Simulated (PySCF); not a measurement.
InI2, SMILES [I][In+][I], charge +1.

Geometry: B3LYP-D3(BJ)/def2-SVP. The spin state was assumed, not searched. The isomer is the one that the SMILES or the coordinates give; other isomers of the formula were not compared. The def2 effective core potentials stand for the cores of I, In; spin–orbit coupling is left out.

Computed with C-PCM-ωB97X/def2-SVP run with PySCF.

The values are the electrostatic part of the solvation free energy, E(continuum) − E(gas) at the gas-phase geometry, in a cavity of scaled van der Waals radii (PySCF's table); cavitation and dispersion terms are not included. A continuum can't describe solvent molecules that bind to the metal. In vacuum the orbital gap is 8.20 eV.

```
solvent      ε  ΔG(elec) (kcal/mol)  gap (eV)
-------  -----  -------------------  --------
water    78.36                -63.2      8.45
benzene   2.27                -35.0      8.33
ethanol  24.85                -61.3      8.44
```
